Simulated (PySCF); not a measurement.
Si(F)2(Cl)(Me) (CH₃ClF₂Si), SMILES C[Si](F)(F)Cl. The structure is a stationary point at PBE-D3(BJ)/def2-SVP.

Computed equilibrium geometry at PBE-D3(BJ)/def2-SVP (PySCF confirms it by a frequency run) as a Z-matrix, and its point group:
point group Cs.
```
Si
F 1 1.6249
F 1 1.6249 2 106.42
C 1 1.8488 2 111.04 3 120.96
H 4 1.1078 1 110.39 2 -179.18
H 4 1.1078 5 108.40 1 121.02
H 4 1.1084 5 108.63 6 117.86
Cl 1 2.0567 2 107.88 3 -115.56
```
